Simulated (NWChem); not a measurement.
Everything below was run with NWChem. System: silacyclobutane (C3H8Si), charge 0, spin multiplicity 1, at a geometry optimised with B3LYP/def2-SVP. Level: RI-MP2/cc-pVDZ, 8 core orbitals frozen.

Input file:

```
start mol
memory heap 200 mb stack 900 mb global 1100 mb
geometry units angstroms nocenter noautoz
  C     -1.001997    -0.905799     0.000000
  C     -0.145588    -0.399743    -1.206433
  Si     0.646805     0.845957     0.000000
  C     -0.145588    -0.399743     1.206433
  H     -1.200869    -1.991331     0.000000
  H     -1.982525    -0.401274     0.000000
  H      0.584865    -1.160614    -1.528475
  H     -0.704539    -0.065544    -2.092757
  H     -0.002873     2.191864     0.000000
  H      2.129392     1.041369     0.000000
  H      0.584865    -1.160614     1.528475
  H     -0.704539    -0.065544     2.092757
  symmetry group Cs
end
basis spherical
  * library cc-pvdz
end
basis "ri-mp2 basis" spherical
  * library cc-pvdz-ri
end
scf
  rhf
  nopen 0
  maxiter 100
  thresh 1e-7
  semidirect memsize 60000000 filesize 0
end
mp2
  freeze core 8
end
task rimp2 energy
```

Output (cleaned and shortened):

```
             Northwest Computational Chemistry Package (NWChem) 7.3.0
             --------------------------------------------------------

                                NWChem Input Module
                                -------------------

 Scaling coordinates for geometry "geometry" by  1.889725989
 (inverse scale =  0.529177249)

 Turning off AUTOSYM since
 SYMMETRY directive was detected!

                             Geometry "geometry" -> ""
                             -------------------------

 Output coordinates in angstroms (scale by  1.889725989 to convert to a.u.)

  No.       Tag          Charge          X              Y              Z
 ---- ---------------- ---------- -------------- -------------- --------------
    1 C                    6.0000    -1.00199700    -0.90579900     0.00000000
    2 C                    6.0000    -0.14558800    -0.39974300    -1.20643300
    3 Si                  14.0000     0.64680500     0.84595700     0.00000000
    4 C                    6.0000    -0.14558800    -0.39974300     1.20643300
    5 H                    1.0000    -1.20086900    -1.99133100     0.00000000
    6 H                    1.0000    -1.98252500    -0.40127400     0.00000000
    7 H                    1.0000     0.58486500    -1.16061400    -1.52847500
    8 H                    1.0000    -0.70453900    -0.06554400    -2.09275700
    9 H                    1.0000    -0.00287300     2.19186400     0.00000000
   10 H                    1.0000     2.12939200     1.04136900     0.00000000
   11 H                    1.0000     0.58486500    -1.16061400     1.52847500
   12 H                    1.0000    -0.70453900    -0.06554400     2.09275700

 Effective nuclear repulsion energy (a.u.)     167.3834965079

            Nuclear Dipole moment (a.u.)
            ----------------------------
        X                 Y               Z
 ---------------- ---------------- ----------------
     0.0000170075     0.0000000000     0.0000000000

      Symmetry information
      --------------------

 Group name             Cs
 Group number              2
 Group order               2
 No. of unique centers     9

      Symmetry unique atoms

     1    2    3    5    6    7    8    9   10


 Summary of "ao basis" -> "" (spherical)
 ------------------------------------------------------------------------------
       Tag                 Description            Shells   Functions and Types
 ---------------- ------------------------------  ------  ---------------------
 *                          cc-pvdz                   on all atoms

 Summary of "ri-mp2 basis" -> "" (spherical)
 ------------------------------------------------------------------------------
       Tag                 Description            Shells   Functions and Types
 ---------------- ------------------------------  ------  ---------------------
 *                         cc-pvdz-ri                 on all atoms

 Summary of "ao basis" -> "ao basis" (spherical)
 ------------------------------------------------------------------------------
       Tag                 Description            Shells   Functions and Types
 ---------------- ------------------------------  ------  ---------------------
 C                          cc-pvdz                  6       14   3s2p1d
 Si                         cc-pvdz                  8       18   4s3p1d
 H                          cc-pvdz                  3        5   2s1p

                                 NWChem SCF Module
                                 -----------------

  ao basis        = "ao basis"
  functions       =   100
  atoms           =    12
  closed shells   =    20
  open shells     =     0
  charge          =   0.00
  wavefunction    = RHF
  use symmetry    = T
  symmetry adapt  = T

 Summary of "ao basis" -> "ao basis" (spherical)
 ------------------------------------------------------------------------------
       Tag                 Description            Shells   Functions and Types
 ---------------- ------------------------------  ------  ---------------------
 C                          cc-pvdz                  6       14   3s2p1d
 Si                         cc-pvdz                  8       18   4s3p1d
 H                          cc-pvdz                  3        5   2s1p

      Symmetry analysis of basis
      --------------------------

        a'         63
        a"         37

 Forming initial guess at       0.1s

      Superposition of Atomic Density Guess
      -------------------------------------

 Sum of atomic energies:        -405.82793827

      Non-variational initial energy
      ------------------------------

 Total energy =    -408.385631
 1-e energy   =    -888.007410
 2-e energy   =     312.238282
 HOMO         =      -0.322426
 LUMO         =       0.047494

      Symmetry analysis of molecular orbitals - initial
      -------------------------------------------------

  Numbering of irreducible representations:

     1 a'          2 a"

  Orbital symmetries:

     1 a'          2 a'          3 a"          4 a'          5 a'
     6 a'          7 a'          8 a"          9 a'         10 a"
    11 a'         12 a'         13 a'         14 a'         15 a"
    16 a"         17 a'         18 a'         19 a"         20 a'
    21 a"         22 a'         23 a'         24 a'         25 a'
    26 a'         27 a"         28 a'         29 a"         30 a'

 Starting SCF solution at       1.4s

 ----------------------------------------------
         Quadratically convergent ROHF

 Convergence threshold     :          1.000E-07
 Maximum no. of iterations :          100
[...]
    16 a'         17 a"         18 a'         19 a"         20 a'
    21 a"         22 a'         23 a'         24 a'         25 a'
    26 a'         27 a"         28 a'         29 a"         30 a'

             Final eigenvalues
             -----------------

              1
    1  -68.7739
    2  -11.2373
    3  -11.2139
    4  -11.2139
    5   -6.1227
    6   -4.2288
    7   -4.2285
    8   -4.2279
    9   -1.0629
   10   -0.8919
   11   -0.8024
   12   -0.6772
   13   -0.6205
   14   -0.5926
   15   -0.5363
   16   -0.4893
   17   -0.4727
   18   -0.4511
   19   -0.4087
   20   -0.3961
   21    0.1488
   22    0.1710
   23    0.1957
   24    0.2193
   25    0.2311
   26    0.2459
   27    0.2543
   28    0.2635
   29    0.2814
   30    0.3050

                       ROHF Final Molecular Orbital Analysis
                       -------------------------------------

 Vector   18  Occ=2.000000D+00  E=-4.511180D-01  Symmetry=a'
              MO Center=  2.9D-01,  4.9D-01, -4.6D-16, r^2= 4.3D+00
   Bfn.  Coefficient  Atom+Function         Bfn.  Coefficient  Atom+Function
  ----- ------------  ---------------      ----- ------------  ---------------
    81      0.243536   9 H  s                86     -0.237066  10 H  s
    36     -0.184873   3 Si px               66      0.177566   6 H  s
    82      0.171527   9 H  s                71      0.161421   7 H  s
    91      0.161421  11 H  s                87     -0.159830  10 H  s
     4     -0.155015   1 C  px

 Vector   19  Occ=2.000000D+00  E=-4.086667D-01  Symmetry=a"
              MO Center=  7.7D-02, -3.1D-02,  2.3D-14, r^2= 2.7D+00
   Bfn.  Coefficient  Atom+Function         Bfn.  Coefficient  Atom+Function
  ----- ------------  ---------------      ----- ------------  ---------------
    38      0.301144   3 Si pz               19     -0.221758   2 C  py
    51      0.221758   4 C  py               20     -0.204999   2 C  pz
    52     -0.204999   4 C  pz               41      0.166978   3 Si pz

 Vector   20  Occ=2.000000D+00  E=-3.960827D-01  Symmetry=a'
              MO Center=  1.3D-02, -7.1D-02, -2.9D-14, r^2= 3.4D+00
   Bfn.  Coefficient  Atom+Function         Bfn.  Coefficient  Atom+Function
  ----- ------------  ---------------      ----- ------------  ---------------
    37     -0.234813   3 Si py               19      0.220098   2 C  py
    51      0.220098   4 C  py               61      0.200915   5 H  s
     5     -0.181970   1 C  py                4     -0.177516   1 C  px
    18      0.157754   2 C  px               50      0.157754   4 C  px
    86     -0.153989  10 H  s

 Vector   21  Occ=0.000000D+00  E= 1.487610D-01  Symmetry=a"
              MO Center=  6.7D-01,  9.1D-01,  2.4D-14, r^2= 4.9D+00
   Bfn.  Coefficient  Atom+Function         Bfn.  Coefficient  Atom+Function
  ----- ------------  ---------------      ----- ------------  ---------------
    41      1.214564   3 Si pz               17      0.896098   2 C  s
    49     -0.896098   4 C  s                22      0.295735   2 C  py
    54     -0.295735   4 C  py               77     -0.200552   8 H  s
    97      0.200552  12 H  s

 Vector   22  Occ=0.000000D+00  E= 1.710353D-01  Symmetry=a'
              MO Center=  1.6D-02, -2.8D-01, -8.1D-15, r^2= 6.8D+00
   Bfn.  Coefficient  Atom+Function         Bfn.  Coefficient  Atom+Function
  ----- ------------  ---------------      ----- ------------  ---------------
     3      1.080440   1 C  s                17      0.961684   2 C  s
    49      0.961684   4 C  s                40      0.954590   3 Si py
    87     -0.702469  10 H  s                62     -0.597334   5 H  s
    39      0.577813   3 Si px               72     -0.575390   7 H  s
    92     -0.575390  11 H  s                82     -0.572006   9 H  s

 Vector   23  Occ=0.000000D+00  E= 1.956656D-01  Symmetry=a'
              MO Center= -2.3D-01, -2.0D-01,  4.9D-14, r^2= 6.4D+00
   Bfn.  Coefficient  Atom+Function         Bfn.  Coefficient  Atom+Function
  ----- ------------  ---------------      ----- ------------  ---------------
    82      0.880037   9 H  s                77      0.785007   8 H  s
    97      0.785007  12 H  s                62     -0.735571   5 H  s
    39      0.682138   3 Si px               40     -0.659169   3 Si py
    67      0.621169   6 H  s                72     -0.566045   7 H  s
    87     -0.564913  10 H  s                92     -0.566045  11 H  s

 center of mass
 --------------
 x =   0.03334523 y =   0.04143470 z =  -0.00000000

 moments of inertia (a.u.)
 ------------------
         339.084213952227        -113.322097357592           0.000000000000
        -113.322097357592         301.331021578405           0.000000000000
           0.000000000000           0.000000000000         294.247883473964

  Mulliken analysis of the total density
  --------------------------------------

    Atom       Charge   Shell Charges
 -----------   ------   -------------------------------------------------------
    1 C    6     6.05   2.01  0.64  0.46  1.99  0.86  0.08
    2 C    6     6.26   2.00  0.64  0.52  2.01  1.04  0.05
    3 Si  14    13.43   2.00  2.01  0.72  0.34  6.00  1.43  0.60  0.33
    4 C    6     6.26   2.00  0.64  0.52  2.01  1.04  0.05
    5 H    1     0.97   0.75  0.18  0.03
    6 H    1     0.96   0.76  0.18  0.03
    7 H    1     0.95   0.74  0.18  0.03
    8 H    1     0.96   0.75  0.18  0.03
    9 H    1     1.13   0.73  0.39  0.01
   10 H    1     1.13   0.73  0.39  0.01
   11 H    1     0.95   0.74  0.18  0.03
   12 H    1     0.96   0.75  0.18  0.03

       Multipole analysis of the density wrt the origin
       ------------------------------------------------

     L   x y z        total         open         nuclear
     -   - - -        -----         ----         -------
     0   0 0 0     -0.000000      0.000000     40.000000

     1   1 0 0     -0.033845      0.000000      0.000017
     1   0 1 0     -0.125985      0.000000      0.000000
     1   0 0 1      0.000000      0.000000      0.000000

     2   2 0 0    -26.140742      0.000000     84.702171
     2   1 1 0     -0.545175      0.000000     64.054860
     2   1 0 1      0.000000      0.000000      0.000000
     2   0 2 0    -26.424685      0.000000    105.621901
     2   0 1 1     -0.000000      0.000000     -0.000000
     2   0 0 2    -25.785752      0.000000    110.336968

                               NWChem RI-MP2 Module
                               --------------------

 Summary of "ri-mp2 basis" -> "ri-mp2 basis" (spherical)
 ------------------------------------------------------------------------------
       Tag                 Description            Shells   Functions and Types
 ---------------- ------------------------------  ------  ---------------------
 C                         cc-pvdz-ri               18       56   7s5p4d2f
 Si                        cc-pvdz-ri               24       76   9s7p5d3f
 H                         cc-pvdz-ri                6       14   3s2p1d

 SCF Reference Information:
            File: './mol.movecs'
           Title: ''
    Size (AOxMO):    100 x    100
       Total Occ:              40.00
 RI-MP2 Calculation Information:
          Nr. of AO basis functions:        100
     Nr. of fitting basis functions:        356
               Nr. of MO spin cases:          1
        Nr. of MOs to be correlated:         92
     Nr. of occupied MOs correlated:         12
      Nr. of virtual MOs correlated:         80

          RI integral approximation: 'V'
    Threshold for Schwarz screening:  1.000E-09
 Smallest eigenvalue retained in fit  1.000E-08
    Type of storage for MO integrals 'EAF library'

 Transformation block size   12, requiring     1 integral passes.
 XForm_3cInts: Completed     1:   12 pass.
 Energy evaluation using block sizes    12   12
 RIMP2_V_E2: Approx. ints. done (    1:   12,    1:   12)
 RIMP2_V_E2: Copy to B done (    1:   12,    1:   12)
 RIMP2_V_E2: Denominators done (    1:   12,    1:   12)
 RIMP2_V_E2: Completed block (    1:   12,    1:   12)

          -------------------------------------------
          SCF energy                -407.169873690237
          Correlation energy          -0.528702123676
          Total MP2 energy          -407.698575813913
          -------------------------------------------

 -----------------------
 Performance information
 -----------------------

 Timer overhead =  9.61D-08 seconds/call

               Nr. of calls         CPU time (s)                 Wall time (s)                GFlops
             ---------------    -------------------     ------------------------------   -------------------
Name         Min   Avg   Max    Min     Avg     Max     Min     Avg     Max   Mx/calls   Min     Max     Sum
Overall       1     1     1    2.9     2.9     2.9      2.9     2.9     2.9     2.9      0.0     0.0     0.0
3c integr     1     1     1   0.53    0.53    0.53     0.53    0.53    0.53    0.53      0.0     0.0     0.0
Energy        1     1     1   8.62E-2 8.62E-2 8.62E-2  8.62E-2 8.62E-2 8.62E-2 8.62E-2   0.0     0.0     0.0
3c integr     1     1     1   0.52    0.52    0.52     0.52    0.52    0.52    0.52      0.0     0.0     0.0
First 2/3     3     3     3   6.19E-3 6.19E-3 6.19E-3  6.19E-3 6.19E-3 6.19E-3 2.06E-3   0.0     0.0     0.0
Final 1/3     1     1     1   6.42E-3 6.42E-3 6.42E-3  6.42E-3 6.42E-3 6.42E-3 6.42E-3   0.0     0.0     0.0
Write 3c      1     1     1   6.34E-4 6.34E-4 6.34E-4  6.34E-4 6.34E-4 6.34E-4 6.34E-4   0.0     0.0     0.0
Read 3c i     1     1     1   5.17E-4 5.17E-4 5.17E-4  5.17E-4 5.17E-4 5.17E-4 5.17E-4   0.0     0.0     0.0
Fitting b     1     1     1   7.13E-2 7.13E-2 7.13E-2  7.13E-2 7.13E-2 7.13E-2 7.13E-2   0.0     0.0     0.0
Schwarz i     1     1     1   1.05E-2 1.05E-2 1.05E-2  1.05E-2 1.05E-2 1.05E-2 1.05E-2   0.0     0.0     0.0
Form 4ci      1     1     1   1.59E-2 1.59E-2 1.59E-2  1.59E-2 1.59E-2 1.59E-2 1.59E-2   0.0     0.0     0.0
Form A &      1     1     1   6.56E-2 6.56E-2 6.56E-2  6.56E-2 6.56E-2 6.56E-2 6.56E-2   0.0     0.0     0.0
Denominat     1     1     1   5.30E-4 5.30E-4 5.30E-4  5.30E-4 5.30E-4 5.30E-4 5.30E-4   0.0     0.0     0.0
Pair Ener     1     1     1   2.30E-3 2.30E-3 2.30E-3  2.30E-3 2.30E-3 2.30E-3 2.30E-3   0.0     0.0     0.0

 The average no. of pstat calls per process was 1.60D+01
 with a timing overhead of 1.54D-06s

 Task  times  cpu:        2.9s     wall:        2.9s

 Total times  cpu:        2.9s     wall:        2.9s
```
